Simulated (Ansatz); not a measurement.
C2H8O2Si can be A, `COC(O)[SiH3]`, or B, `C[Si](C)(O)O`.

Isolated molecules relaxed with PBE0-D4/def2-TZVP in Ansatz; ΔE leaves out vibrations. CCSD(T)/CBS is the MP2 limit (def2-TZVPP, def2-QZVPP) plus CCSD(T) − MP2 in def2-TZVPP, frozen cores. Functionals use def2-TZVPP. Each species was taken in one conformer, which may not be the lowest.

A:

Z-matrix (Å, degrees):
```
C
O 1 1.406
H 1 1.100 2 111.0
H 1 1.090 2 107.4 3 -118.9
H 1 1.096 2 111.8 3 122.1
C 2 1.399 1 114.1 3 -52.5
Si 6 1.906 2 107.0 1 173.7
O 6 1.408 2 113.3 1 -67.8
H 6 1.105 2 108.7 1 54.0
H 7 1.486 6 108.6 2 -175.6
H 7 1.485 6 109.2 2 -56.5
H 7 1.483 6 109.4 2 64.2
H 8 0.961 6 109.8 2 85.9
```

B:

```xyz
13

C     0.0376    0.8145    1.3813
Si    0.2700    0.0492   -0.3043
C    -1.1744   -1.0081   -0.7850
O     1.6855   -0.8070   -0.3153
O     0.3985    1.1895   -1.4818
H     0.8816    1.4570    1.6475
H    -0.8665    1.4284    1.4013
H    -0.0647    0.0525    2.1598
H    -0.9877   -1.4890   -1.7478
H    -2.0839   -0.4091   -0.8762
H    -1.3567   -1.7900   -0.0433
H     2.0169   -1.1211    0.5256
H     1.2438    1.6331   -1.5619
```

**Question.** Which is lower in electronic energy at CCSD(T)/CBS, and by how much? (Best estimate.)

**Answer.** Ansatz gave: B, by 113.8 kcal/mol.

**Question.** Give E(B) − E(A) in kcal/mol with BLYP-D4, PBE-D4, PBE0-D4, CCSD/def2-TZVPP, B2PLYP, LDA (SPW92), CCSD(T)/def2-SVP. (Best estimate.)

**Answer.** The calculation gave: BLYP-D4 -106.2, PBE-D4 -105.8, PBE0-D4 -109.4, CCSD/def2-TZVPP -112.1, B2PLYP -111.8, LDA (SPW92) -105.5, CCSD(T)/def2-SVP -94.7. None reverses the order clearly.

**Question.** Does the order hold for the free energy at 298.15 K (harmonic terms from PBE0-D4)? (Estimate.)

**Answer.** The calculation gave: Yes: G(B) − G(A) = -112.6 kcal/mol, for one conformer each.

Largest T1 diagnostic: 0.012.

From BLYP to BHLYP (50 % exact exchange), in def2-TZVPP and without D4, E(B) − E(A) moves by −6.4 kcal/mol. Leaving LDA and LC-ωPBE aside and taking each functional with its dispersion term where it has one, the values, not all of them listed here, spread over 9.5 kcal/mol, from r2SCAN0-D4 to revPBE-D4.
